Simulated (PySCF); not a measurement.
## Levels of Mo³⁷⁺ from EOM-EA-GCCSD

Reference: closed-shell Mo³⁸⁺, [He] 2s2; one electron is added. Calculated with PySCF 2.14, two-component X2C-1e with screened spin-orbit coupling, an even-tempered Gaussian basis (17 s from 4.1 bohr⁻², ratio 2.6; 12 p from 5.4 bohr⁻², ratio 2.6; 7 d from 5.5 bohr⁻², ratio 2.8; 4 f from 110 bohr⁻², ratio 2.8); frozen nothing; the 32 highest virtual spinors dropped; of the others 50 kept and the rest restored at second order. No Breit or QED terms. Binding energies in eV.

```csv
level,Koopmans,second order,EOM-CCSD
2p1/2,5294.7,5294.6,5292.1
2p3/2,5172.2,5172.6,5172.0
```

For comparison, the ionisation energy of Mo³⁷⁺ is 5287 ± 4 eV (semi-empirical (NIST evaluation); NIST Atomic Spectra Database, ionization energies).

Only part of the computed levels is shown.
